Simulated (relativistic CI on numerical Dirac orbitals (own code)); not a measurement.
Method of calculation: Dirac-Coulomb-Breit CI, KLI orbitals optimised for each configuration, a model potential for QED, unscaled Slater integrals (own radial code, finite nucleus).

The strongest absorption lines from the ground level of an ion, among the configurations computed and to levels below about 2190 eV (vacuum wavelength in Å, gf): 17.756 (0.9), 18.770 (0.96), 28.651 (0.12), 30.526 (0.99), 30.623 (0.82), 30.876 (0.4), 30.877 (0.4), 31.581 (0.071).

(1) Which ion is it?
A. Re⁵⁷⁺
B. Re⁵³⁺
C. Re⁵⁵⁺
D. Hg⁶⁰⁺

Answers

(1) C. Re⁵⁵⁺ has 20 electrons and the ground level 3s2 3p6 3d2 3F_2; the strongest line goes to 3s2 3p5 3d3 3G°_3. The pattern of lines fixes the number of electrons, and along that sequence the line energies rise steadily with the charge (about as its square where n changes within one kind of shell, about linearly where n is kept but much faster in heavy ions where fine structure, which grows about as Z⁴, sets the gap, and irregularly where shells cross), which fixes Z. Configurations outside the model, such as inner-shell arrays, can give stronger lines. At this charge energies of transitions that change n are usually good to better than 1 %, and those within a shell (Δn = 0) to a few per cent.

LS names give the leading component of a level, which can be under half, so a name can repeat, a term be missing and a line seem to break the LS rules.
